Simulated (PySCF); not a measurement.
Sn(Me)(SH), SMILES [CH3][Sn][SH] (PBE0/def2-SVP optimised geometry):

```
7

Sn    -0.596    -0.973     0.000
C      1.608    -0.973     0.000
H      1.966    -1.467     0.918
H      2.036     0.038    -0.054
H      1.972    -1.567    -0.854
S     -0.688     1.472     0.000
H     -2.036     1.567     0.006
```

Level of theory: PBE0/def2-TZVP, def2 effective core potentials past Kr (PySCF).

Task: What are the frontier orbital energies and the dipole moment?

Result: HOMO-2 -8.08 eV, HOMO-1 -7.43 eV, HOMO -6.51 eV, LUMO -2.38 eV, LUMO+1 -0.34 eV; dipole moment 1.79 D.
